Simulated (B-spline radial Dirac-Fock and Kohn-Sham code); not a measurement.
Dipole and non-dipole photoemission parameters of Si³⁺ 3s

System: the Si³⁺ ion, configuration 1s2 2s2 2p6 3s1; threshold 45.41 eV (orbital energy of the model). Model: Dirac-Hartree-Slater photoionisation with a Latter tail; cross sections with all multipoles, angular parameters from the dipole term and its interference with E2. Program: a radial finite-basis atomic code.

For linearly polarised light dσ/dΩ = σ/(4π) [1 + β P₂(cos θ) + (δ + γ cos²θ) sin θ cos φ], with θ from the polarisation vector and φ the angle between the beam and the projection of the electron momentum on the plane normal to the polarisation.

| hν (eV) | σ (kb) | β | γ |
| --- | --- | --- | --- |
| 60 | 225 | 2.000 | 0.150 |
| 77.2 | 160 | 2.000 | 0.117 |
| 80 | 153 | 2.000 | 0.111 |
| 100 | 108 | 2.000 | 0.073 |
| 111 | 92.1 | 2.000 | 0.055 |
| 122 | 79.9 | 2.000 | 0.040 |
| 300 | 17.6 | 2.000 | -0.030 |
| 315 | 16.1 | 2.000 | -0.029 |
| 318 | 15.9 | 2.000 | -0.028 |
| 412 | 10.1 | 2.000 | -0.009 |
| 524 | 6.49 | 2.000 | 0.031 |
| 721 | 3.45 | 2.000 | 0.117 |
| 762 | 3.08 | 2.000 | 0.136 |
| 773 | 2.99 | 2.000 | 0.141 |
| 1253.6 | 1.06 | 2.000 | 0.341 |
| 2000 | 0.362 | 2.000 | 0.599 |
| 2020 | 0.354 | 2.000 | 0.605 |
| 3520 | 0.0892 | 2.000 | 1.013 |
| 4000 | 0.0640 | 2.000 | 1.122 |
| 4430 | 0.0489 | 2.000 | 1.213 |
| 4900 | 0.0374 | 2.000 | 1.307 |
| 5300 | ? | ? | ? |
| 6320 | 0.0188 | 2.000 | 1.562 |
| 6360 | 0.0185 | 2.000 | 1.569 |
| 7180 | 0.0132 | 2.000 | 1.701 |
| 7480 | 0.0118 | 2.000 | 1.747 |
| 10900 | 0.00404 | 2.000 | 2.214 |
| 12000 | 0.00306 | 2.000 | 2.345 |
| 13100 | 0.00237 | 1.999 | 2.470 |

Problem. Give the values at 5300 eV.

Solution. σ = 0.0303 kb, β = 2.000, γ = 1.383. For an s subshell δ is negligible.

Values without a named source are computed, but for edge energies of neutral atoms, which are taken from tables.
